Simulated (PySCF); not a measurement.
C4H9FSi, SMILES FC1([SiH3])CCC1. Coordinates come from a PBE0-D3(BJ)/def2-SVP optimisation. The structure was generated by enumeration, and PubChem lists no compound with its InChIKey, so it may never have been made.

Method: PBE0-D3(BJ)/def2-SVP (PySCF).

Harmonic wavenumbers (cm⁻¹): 147, 155, 190, 222, 353, 385, 545, 606, 639, 675, 802, 812, 909, 933, 939, 940, 957, 994, 1026, 1093, 1150, 1176, 1201, 1238, 1263, 1274, 1291, 1442, 1455, 1484, 2226, 2244, 2250, 3075, 3078, 3096, 3141, 3144, 3163. Rotational constants (GHz): 3.866, 2.404, 1.973; symmetry number 1.

Task: Work out the zero-point energy and the ideal-gas rigid-rotor harmonic-oscillator thermochemistry at 298.15 K and 1 atm.

Result: ZPE = ½ Σ hcν = ½ × 51713 cm⁻¹ = 309.31 kJ/mol. H − E(el) = 330.50 kJ/mol. Entropy in J/(mol K): translation 166.69, rotation 114.07, vibration 62.53, total 343.29. G − E(el) = 228.14 kJ/mol. Cp = 119.87 J/(mol K). Modes under 150 cm⁻¹ make the vibrational entropy uncertain.
